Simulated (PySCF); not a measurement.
Work out the structure from these simulated measurements.

Elements present: C, H, S and Si. Monoisotopic mass: 183.9870 u.

| Quantity | Value |
| --- | --- |
| Rotational structure | rotational constants A, B, C: 1.043, 0.874, 0.666 GHz [GFN2-xTB] |
| 13C NMR | chemical shifts (computed TMS as zero) by class: 13.1 (3 C), 6.3 (1 C) ppm [GIAO PBE0/pcSseg-1] |
| 1H NMR | chemical shifts (computed TMS as zero) by class: 2.15 (9 H), 0.62 (3 H) ppm [GIAO PBE0/pcSseg-1] |
| NMR, other nuclei | isotropic shieldings of nuclei other than C and H, by class: 293 (1 Si), 662 (3 S) ppm [GIAO PBE0/pcSseg-1] |
| Dipole | 1.23 D [PBE0/pcSseg-1] |

Gas-phase values; electronic properties from PySCF, density fitting. Levels stand in brackets. Isolated species at its GFN2-xTB geometry (one conformer only). NMR values are class means; diastereotopic atoms form classes of their own.

Question: Which formula fits the mass and the elements?

Answer: C4H12S3Si (calculated 183.9870). No other formula that holds each of these elements comes within 0.0003 u with a fitting electron parity and a possible valence count.

Question: Give a SMILES that accounts for the data.

Answer: Numbering: `[CH3:1][S:2][Si:3]([CH3:4])([S:5][CH3:6])[S:7][CH3:8]`. Its formula, C4H12S3Si, gives 0 degrees of unsaturation, so no ring and no π bond. 4 carbons fall into 2 classes; from least to most shielded: S-methyl carbon [C1/C6/C8] (13.1 ppm, 3 C), Si-methyl carbon [C4] (6.3 ppm). Hydrogen classes from least to most shielded: 9 H on 3 S-methyl carbons, C1/C6/C8 (2.15 ppm, a mean of values up to 0.9 ppm apart in this geometry), 3 H on an Si-methyl carbon, C4 (0.62 ppm). The other shieldings belong to: 293 ppm, four-coordinate silicon [Si3]; 662 ppm, sulfur bonded to C and Si [S2/S5/S7]. The optimised geometry has point group C1 and is an asymmetric top. Structure: MeSi(SMe)3, `CS[Si](C)(SC)SC`. The assignments are read from this structure; whether some other isomer fits the data as well wasn't checked.

Conformer computed: `[CH3:1][S:2][Si:3]([CH3:4])([S:5][CH3:6])[S:7][CH3:8]`: C1–S2–Si3–C4 167°, S2–Si3–S5–C6 -49°, S2–Si3–S7–C8 -172°.
